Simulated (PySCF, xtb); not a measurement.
C3H6AuN, SMILES [N+](C)#[C-]->[Au][CH3], multiplicity 1.

GFN2-xTB run with xtb at its own geometry gives an orbital gap of 2.35 eV and a dipole moment of 8.25 D.

Coordinates come from a PBE-D3(BJ)/def2-SVP optimisation. The spin state was assumed, not searched. The isomer is the one that the SMILES or the coordinates give; other isomers of the formula were not compared. The def2 effective core potentials stand for the cores of Au; spin–orbit coupling is left out.

What does HF/def2-TZVP (PySCF) give? (Estimate from the structure and the level; the computed values follow.)

gap 10.79 eV (levels -8.63 and 2.15 eV), dipole 8.00 D.
